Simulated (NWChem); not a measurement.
Molecule: CaF$_{2}$; SMILES [F][Ca][F]

Results from NWChem. Each level has its own optimisation; frequencies are unscaled.

| level | r Ca–F (Å) | highest harmonic frequency (cm⁻¹) | lowest (cm⁻¹) | zero-point energy (kcal/mol) |
|---|---|---|---|---|
| Hartree-Fock/STO-3G | 2.209 | 548 | 100 | 1.5 |
| CAM-B3LYP/def2-SVP | 1.970 | ___ | 105 | 1.9 |
| BLYP/def2-SVP | 1.980 | 634 | 104 | 1.8 |
| BP86/def2-TZVP | 2.001 | 585 | 102 | 1.7 |
| PBE0-D3(BJ)/def2-TZVP | 1.995 | 601 | 89 | 1.7 |

Problem. Fill in the missing entries.

Solution. 
- CAM-B3LYP/def2-SVP, highest harmonic frequency (cm⁻¹): 665
